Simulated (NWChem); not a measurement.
GeHSI, singlet; SMILES [SH][Ge][I]

```xyz
4

Ge     0.8156    -1.0597    -0.0190
I     -0.1455     1.3179     0.0176
S     -1.1497    -2.1282    -0.0285
H     -0.5730    -3.3541    -0.0476
```
Atoms are numbered in this order, from 1.

Results from NWChem. Low-valent species are run as closed-shell singlets; no triplet was tried in these runs. Coordinates come from a PBE0/def2-SVP optimisation. def2 effective core potentials on I; no spin-orbit coupling. Level: PBE0/def2-SVPD; rows give the wavelength of the field.

For field static:

```yaml
anisotropy (bohr³): 52.8
```

### Question
What are these values for field 1065 nm?

### Answer
anisotropy (bohr³): 54.7
